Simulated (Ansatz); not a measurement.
CH$_{5}$Cl$_{2}$NSn, SMILES `C[NH][SnH]([Cl])[Cl]`. Charge 0, multiplicity 1. Sn takes the def2 core potential.

```csv
atom,x (Å),y (Å),z (Å)
C1,-0.533,1.295,-0.502
N2,-0.895,-0.018,0.012
Sn3,0.544,-1.345,0.403
Cl4,1.741,-1.531,-1.567
Cl5,2.074,-0.527,1.961
H6,0.154,1.180,-1.344
H7,-0.056,1.953,0.235
H8,-1.426,1.798,-0.882
H9,-1.573,0.047,0.761
H10,-0.028,-2.852,0.923
```

Q: What are the harmonic wavenumbers in cm⁻¹ at PBE0-D4/def2-TZVP (Ansatz, finite differences of forces, unscaled)? (An estimate is asked.)

A: The calculation gave: 48, 96, 114, 133, 198, 260, 365, 380, 491, 541, 566, 641, 1084, 1110, 1139, 1381, 1456, 1489, 1510, 1994, 3016, 3083, 3121, 3573.

Q: Is this a minimum?

A: Yes, all 24 modes are real.

Q: Give the ideal-gas thermochemistry at 298.15 K and 1 bar (rigid rotor, harmonic oscillator; point group C1, symmetry number 1).

A: Zero-point energy 166.2 kJ/mol; H(298) − E = 190.6 kJ/mol; entropy 393.5 J/(mol·K), of which translation 176.2, rotation 121.7, vibration 95.6; G(298) − E = 73.3 kJ/mol. Modes under 100 cm⁻¹ are hindered rotations or soft bends, so the harmonic entropy is rough.
